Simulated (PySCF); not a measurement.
Species: C2H13OPSi3.
Geometry (PBE0-D3(BJ)/def2-SVP, Å), atoms numbered from 1 in this order:
```xyz
20
C2H13OPSi3 angstrom
C     -3.5421   -0.9842   -1.1065
C     -2.1095   -0.4723   -1.2236
Si    -1.5509    0.6055    0.2172
P      0.5517    1.3281   -0.2309
Si     1.5032   -0.3818    0.8931
O      3.1415   -0.4163    0.6411
Si     4.3095   -0.0775   -0.4898
H     -3.8165   -1.6162   -1.9656
H     -4.2662   -0.1552   -1.0647
H     -3.6846   -1.5888   -0.1967
H     -1.3998   -1.3147   -1.2989
H     -1.9744    0.1175   -2.1465
H     -2.4251    1.8094    0.3706
H     -1.6154   -0.1780    1.4965
H      0.6291    2.2521    0.8559
H      0.8794   -1.6342    0.3615
H      1.2740   -0.2989    2.3630
H      4.2142    1.3473   -0.9270
H      5.6388   -0.3207    0.1367
H      4.1520   -0.9634   -1.6830
```

Computed with TDDFT PBE0/def2-SVPD, vertical, gas phase, core orbitals frozen in the response in PySCF 2.14.0, density-fitted response routines.

Frontier orbitals with the atoms that hold most of them (Löwdin shares over 4%, at most four atoms; ? is withheld):

| orbital | ε (eV) | atoms |
| --- | --- | --- |
| LUMO+2 | 0.29 | P4 21%, Si3 18%, H14 9%, C1 8% |
| LUMO+1 | 0.01 | P4 33%, Si5 16%, H15 16%, Si3 10% |
| LUMO | -0.32 | Si5 20%, Si7 17%, P4 10%, O6 10% |
| HOMO | -7.37 | ? |
| HOMO-1 | -8.18 | ? |
| HOMO-2 | -8.57 | O6 15%, C2 15%, Si3 10%, Si5 8% |
| HOMO-3 | -8.70 | O6 20%, C2 14%, Si3 10%, Si7 8% |

Q: Which atoms hold the HOMO, and with what shares?

A: P4 (bonded to 2 Si and H) 61%; Si5 (bonded to O, P and 2 H) 12%; Si3 (bonded to C, P and 2 H) 10%; H15 (bonded to P) 5%. By element: phosphorus 61%, silicon 21% or more, hydrogen 5% or more.

Q: Which atoms hold the HOMO-1, and with what shares?

A: P4 (bonded to 2 Si and H) 34%; O6 (bonded to 2 Si) 16%; Si3 (bonded to C, P and 2 H) 16%; Si5 (bonded to O, P and 2 H) 9%. By element: phosphorus 34%, silicon 25% or more, oxygen 16%.

Q: How does S1 compare with the orbital gap of 7.05 eV?

A: S1 is at 5.92 eV (f = 0.021), 1.13 eV below the gap, made of HOMO→LUMO (74%), HOMO→LUMO+1 (21%). Without the coupling terms of the response equations the lowest excitation would equal the gap.

Q: One configuration dominates each of S1 and S2. Which, and how do the shares of the two leading atoms of either orbital change from the occupied to the empty one?

A: 
- S1 (5.92 eV, f 0.021), HOMO→LUMO (74%): P4 61% → 10%, Si5 12% → 20%, Si7 at most 6% → 17%
- S2 (6.14 eV, f 0.022), HOMO→LUMO+1 (71%): P4 61% → 33%, Si5 12% → 16%

Löwdin shares depend on the basis, the more so with diffuse functions.

One conformer stands for the species.
